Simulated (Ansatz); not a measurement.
Computed with Ansatz on PBE0-D4/def2-TZVP structures; ΔE is electronic, products minus reactants. CCSD(T)/CBS adds triple-zeta CCSD(T) − MP2 to the extrapolated MP2 energy (def2 sets, frozen cores). DFT in def2-TZVPP. B3LYP here is the variant with VWN-RPA as its local correlation; programs differ in this. For Ga, Ge outer-core shells are correlated without core-valence functions, which leaves a few kJ/mol of doubt a bond. Scalar relativity is left out up to krypton. One conformer a species, not always the lowest.

`O[SiH](Cl)[O][GeH3]` + `[CH3][GaH][Cl]` → `[Cl][GaH][GeH3]` + `CO[SiH](O)Cl`  (redistribution)

`O[SiH](Cl)[O][GeH3]`:

Cartesian coordinates in Å:
```
O 0.936 -1.082 1.321
Si -0.608 -0.666 0.985
Cl -1.106 0.933 2.190
O -0.714 -0.279 -0.570
Ge 0.274 0.755 -1.645
H 1.254 -0.952 2.216
H -1.567 -1.743 1.276
H -0.726 1.393 -2.616
H 1.264 -0.165 -2.368
H 0.992 1.806 -0.788
```

`[CH3][GaH][Cl]`:

Cartesian coordinates in Å:
```
C 0.940 -0.059 0.182
Ga -0.934 0.246 -0.272
Cl -2.309 -1.339 0.240
H 1.564 0.031 -0.710
H 1.077 -1.048 0.618
H 1.278 0.696 0.896
H -1.616 1.472 -0.955
```

`[Cl][GaH][GeH3]`:

```xyz
7

Cl   -0.219    2.833   -0.562
Ga   -0.688    1.033    0.534
Ge    0.460   -0.957   -0.275
H    -1.707    1.253    1.700
H     0.045   -1.236   -1.729
H     1.980   -0.729   -0.242
H     0.130   -2.196    0.574
```

`CO[SiH](O)Cl`:

Z-matrix (Å, degrees):
```
C
O 1 1.411
H 1 1.095 2 111.2
H 1 1.094 2 111.2 3 121.5
H 1 1.090 2 107.9 3 -119.1
Si 2 1.623 1 126.5 3 -65.0
Cl 6 2.059 2 108.1 1 -50.2
O 6 1.621 2 109.2 1 -171.5
H 6 1.472 2 113.4 1 69.1
H 8 0.959 6 118.6 2 55.2
```

```tsv
level	ΔE (kcal/mol)	difference from CCSD(T)/CBS
ωB97X-V	22.0	-1.1
r2SCAN	21.3	-1.8
PBE0	19.2	-3.9
B3LYP	19.9	-3.2
HF/def2-TZVPP	23.6	0.5
SCS-MP2/def2-TZVPP	25.1	2.0
CCSD(T)/def2-TZVPP	23.2	0.1
SCS-MP2/def2-QZVPP	25.4	2.3
HF/CBS(def2)	24.0	0.9
MP2/CBS(def2)	25.5	2.4
CCSD(T)/CBS	23.1	0
```

Largest T1 diagnostic among the species: 0.012.

From PBE to PBE0 (25 % exact exchange), in def2-TZVPP and without D4, ΔE moves by +1.3 kcal/mol.
